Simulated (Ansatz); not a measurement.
Cartesian coordinates in Å:
```
O -2.657 1.873 1.196
Zn -1.285 0.933 0.601
N 0.051 -0.103 -0.079
Si 0.825 0.413 -1.530
Si 0.491 -1.533 0.776
H -2.440 2.572 1.815
H 2.286 0.632 -1.332
H 0.668 -0.580 -2.631
H 0.211 1.700 -1.965
H -0.363 -1.641 1.994
H 1.919 -1.507 1.203
H 0.293 -2.760 -0.047
```

Total charge 0; spin multiplicity 1.

List the CAM-B3LYP/def2-TZVPP orbital energies in eV (Ansatz 0.2.0). (An estimate is asked.)

Ansatz gave: Occupied: -9452.27, -1801.17, -1801.17, -1151.37, -1014.81, -1014.81, -1014.70, -522.05, -391.01, -145.70, -145.70, -134.33, -101.04, -101.04, -101.02, -101.02, -101.01, -101.01, -90.63, -90.63, -90.46, -28.35, -24.56, -17.45, -17.35, -16.71, -16.55, -16.55, -16.40, -15.51, -13.95, -12.90, -12.27, -12.10, -10.97, -10.94, -10.86, -10.32, -10.06, -8.90. Lowest empty: -0.31, 0.79, 0.93, 1.56, 1.84, 2.21, 2.25, 2.39.
